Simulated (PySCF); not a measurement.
# Fine-structure interval of Te(35+) by level of theory

Te(35+) [Ne] 3s2 3p5 [3p1/2^2 3p3/2^3, M_J = 3/2] → Te(35+) [Ne] 3s2 3p5 [3p1/2^1 3p3/2^4, M_J = 1/2], as a difference of total energies. Computed with PySCF 2.14 in an uncontracted even-tempered set (19 s from 6.6 bohr⁻², ratio 2.4; 14 p from 8.6 bohr⁻², ratio 2.4; 5 d from 34 bohr⁻², ratio 2.6; 4 f from 51 bohr⁻², ratio 2.6), with the two-component X2C-1e Hamiltonian. Correlated levels: 1s2 frozen; the 56 highest virtual spinors dropped. "Screened" scales the spin-orbit matrix elements by Boettger's factors to mimic the two-electron term; Breit and QED terms are absent.

```csv
method,fine-structure interval (cm⁻¹)
GHF (screened spin-orbit),534180
GMP2 (screened spin-orbit),535450
GHF (bare spin-orbit),556610
```
